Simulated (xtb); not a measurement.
HO4Re (SMILES [O]=[Re](=[O])(=[O])[OH]), singlet, at a GFN2-xTB geometry (such geometries of metal compounds can be far from the true shape); GFN1-xTB (xtb 6.7.1).

xtb was given this input:
```
$ xtb mol.xyz --gfn 1 --hess --json

# file mol.xyz
6

Re     0.00720066    -0.00566485    -0.00452696
O      0.99984338     0.87729986    -1.01190406
O      1.02680502    -0.75889430     1.07844451
O     -0.61787859    -1.22670310    -0.95221699
O     -1.23740653     0.97348381     0.77794252
H     -1.91095539     1.50337347     1.20139455
```

What the program printed (banner, timings and long lists left out):

```
   ID    Z sym.   atoms
    1   75 Re     1
    2    8 O      2-5
    3    1 H      6

           -------------------------------------------------
          |                Calculation Setup                |
           -------------------------------------------------

           -------------------------------------------------
          |                 G F N 1 - x T B                 |
           -------------------------------------------------

          ...................................................
          :                      SETUP                      :
          :.................................................:
          :  # basis functions                  28          :
          :  # atomic orbitals                  27          :
          :  # shells                           13          :
          :  # electrons                        32          :
          :  # halogen bonds                     0          :
          :  max. iterations                   250          :
          :  Hamiltonian                  GFN1-xTB          :
          :  restarted?                      false          :
          :  GBSA solvation                  false          :
          :  PC potential                    false          :
          :  electronic temp.          300.0000000     K    :
          :  accuracy                    1.0000000          :
          :  -> integral cutoff          0.2500000E+02      :
          :  -> integral neglect         0.1000000E-07      :
          :  -> SCF convergence          0.1000000E-05 Eh   :
          :  -> wf. convergence          0.2000000E-04 e    :
          :  Broyden damping             0.4000000          :
          :  net charge                          0          :
          :  unpaired electrons                  0          :
          ...................................................

 iter      E             dE          RMSdq      gap      omega  full diag
   1    -21.2472547 -0.212473E+02  0.104E+01    3.38       0.0  T
   2    -20.0308116  0.121644E+01  0.145E+01    7.00       1.0  T
   3    -21.6533378 -0.162253E+01  0.389E+00    4.11       1.0  T
   4    -21.6203947  0.329431E-01  0.197E+00    4.12       1.0  T
   5    -21.6516942 -0.312995E-01  0.839E-01    4.01       1.0  T
   6    -21.6567538 -0.505966E-02  0.157E-01    4.16       1.0  T
   7    -21.6568838 -0.129916E-03  0.103E-01    4.12       1.0  T
   8    -21.6569602 -0.764582E-04  0.773E-03    4.13       5.3  T
   9    -21.6569605 -0.285024E-06  0.368E-03    4.13      11.1  T
  10    -21.6569606 -0.955518E-07  0.756E-04    4.13      54.0  T
  11    -21.6569606 -0.362000E-08  0.214E-04    4.13     190.8  T
  12    -21.6569606 -0.311498E-09  0.280E-05    4.13    1460.3  T
  13    -21.6569606 -0.495248E-11  0.130E-05    4.13    3134.9  T

   *** convergence criteria satisfied after 13 iterations ***

         :::::::::::::::::::::::::::::::::::::::::::::::::::::
         ::                     SUMMARY                     ::
         :::::::::::::::::::::::::::::::::::::::::::::::::::::
         :: total energy             -21.546393683151 Eh    ::
         :: gradient norm              0.020504126562 Eh/a0 ::
         :: HOMO-LUMO gap              4.132868532603 eV    ::
         ::.................................................::
         :: SCC energy               -21.656960596913 Eh    ::
         :: -> electrostatic           0.255594353793 Eh    ::
         :: repulsion energy           0.112277420364 Eh    ::
         :: dispersion energy         -0.001710506601 Eh    ::
         :: halogen bond corr.         0.000000000000 Eh    ::
         :: add. restraining           0.000000000000 Eh    ::
         :: total charge              -0.000000000000 e     ::
         :::::::::::::::::::::::::::::::::::::::::::::::::::::

           -------------------------------------------------
          |                Numerical Hessian                |
           -------------------------------------------------
step length          :   0.00500
SCC accuracy         :   0.30000
Hessian scale factor :   1.00000
frozen atoms in %    :   0.00000    0
RMS gradient         :   0.02050 !! INCOMPLETELY OPTIMIZED GEOMETRY !!
estimated CPU  time      0.01 min

writing file <hessian>.

 projected vibrational frequencies (cm⁻¹)
eigval :       -0.00    -0.00    -0.00     0.00     0.00     0.00
eigval :      210.33   210.33   281.28   297.24   297.29   314.22
eigval :      314.26   671.54   944.90   973.77   973.77  3686.70
           -------------------------------------------------
          |                Property Printout                |
           -------------------------------------------------

    * Orbital Energies and Occupations

         #    Occupation            Energy/Eh            Energy/eV
      -------------------------------------------------------------
         1        2.0000           -0.8885163             -24.1778
       ...           ...                  ...                  ...
         4        2.0000           -0.8140856             -22.1524
         5        2.0000           -0.7214734             -19.6323
         6        2.0000           -0.6636613             -18.0591
         7        2.0000           -0.6636613             -18.0591
         8        2.0000           -0.6538830             -17.7931
         9        2.0000           -0.6538830             -17.7931
        10        2.0000           -0.6501167             -17.6906
        11        2.0000           -0.6180694             -16.8185
        12        2.0000           -0.6075201             -16.5315
        13        2.0000           -0.6075201             -16.5315
        14        2.0000           -0.5871817             -15.9780
        15        2.0000           -0.5871817             -15.9780
        16        2.0000           -0.5753266             -15.6554 (HOMO)
        17                         -0.4234465             -11.5226 (LUMO)
[...]
     2   8 O    2.475 --     1 Re   1.986     3 O    0.190     4 O    0.190
                             5 O    0.102
     3   8 O    2.475 --     1 Re   1.986     2 O    0.190     4 O    0.190
                             5 O    0.102
     4   8 O    2.475 --     1 Re   1.986     2 O    0.190     3 O    0.190
                             5 O    0.102
     5   8 O    2.243 --     1 Re   1.174     6 H    0.762     4 O    0.102
                             2 O    0.102     3 O    0.102
     6   1 H    0.809 --     5 O    0.762
 ---------------------------------------------------------------------------

Topologies differ in total number of bonds
Writing topology from bond orders to xtbtopo.mol

 dipole moment from electron density (au)
     X       Y       Z
  -2.0558   1.6173   1.2924  total (Debye):    7.416

           -------------------------------------------------
          |               Frequency Printout                |
           -------------------------------------------------
 projected vibrational frequencies (cm⁻¹)
eigval :       -0.00    -0.00    -0.00     0.00     0.00     0.00
eigval :      210.33   210.33   281.28   297.24   297.29   314.22
eigval :      314.26   671.54   944.90   973.77   973.77  3686.70
 reduced masses (amu)
   1: 28.46   2: 42.46   3: 60.61   4:107.75   5: 99.66   6:133.69   7: 29.66   8: 29.67
   9: 40.65  10: 11.47  11: 11.53  12: 21.54  13: 21.47  14: 28.07  15: 22.47  16: 31.28
  17: 31.28  18:  1.92
 IR intensities (km·mol⁻¹)
Molecule has the following symmetry elements: (C3) 3*(sigma)
It seems to be the C3v point group
   1: 15.44   2: 12.44   3:  1.52   4:  3.77   5:  0.29   6:  1.10   7:  0.25   8:  0.25
   9: 69.66  10:110.75  11:109.78  12:257.72  13:258.70  14: 84.12  15: 20.07  16: 53.22
  17: 53.22  18:305.14
 Raman intensities (Ä⁴*amu⁻¹)
   1:  0.00   2:  0.00   3:  0.00   4:  0.00   5:  0.00   6:  0.00   7:  0.00   8:  0.00
   9:  0.00  10:  0.00  11:  0.00  12:  0.00  13:  0.00  14:  0.00  15:  0.00  16:  0.00
  17:  0.00  18:  0.00
 output can be read by thermo (or use thermo option).
 writing <g98.out> molden fake output.
 recommended (thermochemical) frequency scaling factor: 1.0
           -------------------------------------------------
          |             Thermodynamic Functions             |
           -------------------------------------------------

c3v symmetry found (for desy threshold:  0.10E+00) used in thermo

          ...................................................
          :                      SETUP                      :
          :.................................................:
          :  # frequencies                          12      :
          :  # imaginary freq.                       0      :
          :  linear?                             false      :
          :  only rotor calc.                    false      :
          :  symmetry                              c3v      :
          :  rotational number                       3      :
          :  scaling factor                  1.0000000      :
          :  rotor cutoff                   50.0000000 cm⁻¹ :
          :  imag. cutoff                  -20.0000000 cm⁻¹ :
          :.................................................:

    mode    ω/cm⁻¹     T·S(HO)/kcal·mol⁻¹    T·S(FR)/kcal·mol⁻¹   T·S(vib)
   ------------------------------------------------------------------------
       1    210.33    -0.60847 ( 99.68%)    -0.63077 (  0.32%)    -0.60854
       2    210.33    -0.60846 ( 99.68%)    -0.63077 (  0.32%)    -0.60854
       3    281.28    -0.45493 ( 99.90%)    -0.54470 (  0.10%)    -0.45502
       4    297.24    -0.42707 ( 99.92%)    -0.52836 (  0.08%)    -0.42715
       5    297.29    -0.42698 ( 99.92%)    -0.52831 (  0.08%)    -0.42706
   ------------------------------------------------------------------------

   temp. (K)  partition function   enthalpy   heat capacity  entropy
                                   cal/mol     cal/K/mol   cal/K/mol   J/K/mol
 298.15  VIB   10.0                 2157.236     14.141     11.820
         ROT  0.363E+05              888.752      2.981     23.849
         INT  0.365E+06             3045.988     17.122     35.669
         TR   0.385E+28             1481.254      4.968     42.444
         TOT                        4527.2421    22.0904    78.1137   326.8278

       T/K    H(0)-H(T)+PV         H(T)/Eh          T*S/Eh         G(T)/Eh
   ------------------------------------------------------------------------
    298.15    0.721462E-02    0.281182E-01    0.371143E-01   -0.899612E-02
   ------------------------------------------------------------------------

         :::::::::::::::::::::::::::::::::::::::::::::::::::::
         ::                  THERMODYNAMIC                  ::
         :::::::::::::::::::::::::::::::::::::::::::::::::::::
         :: total free energy         -21.555389801295 Eh   ::
         ::.................................................::
         :: total energy              -21.546393683152 Eh   ::
         :: zero point energy           0.020903606734 Eh   ::
         :: G(RRHO) w/o ZPVE           -0.029899724877 Eh   ::
         :: G(RRHO) contrib.           -0.008996118143 Eh   ::
         :::::::::::::::::::::::::::::::::::::::::::::::::::::

           -------------------------------------------------
          | TOTAL ENERGY              -21.546393683152 Eh   |
          | TOTAL ENTHALPY            -21.518275456832 Eh   |
          | TOTAL FREE ENERGY         -21.555389801295 Eh   |
          | GRADIENT NORM               0.020504060581 Eh/α |
          | HOMO-LUMO GAP               4.132869545674 eV   |
           -------------------------------------------------
########################################################################
[WARNING] Runtime exception occurred
-1- hessian_numhess: Hessian on incompletely optimized geometry!
########################################################################

normal termination of xtb
```
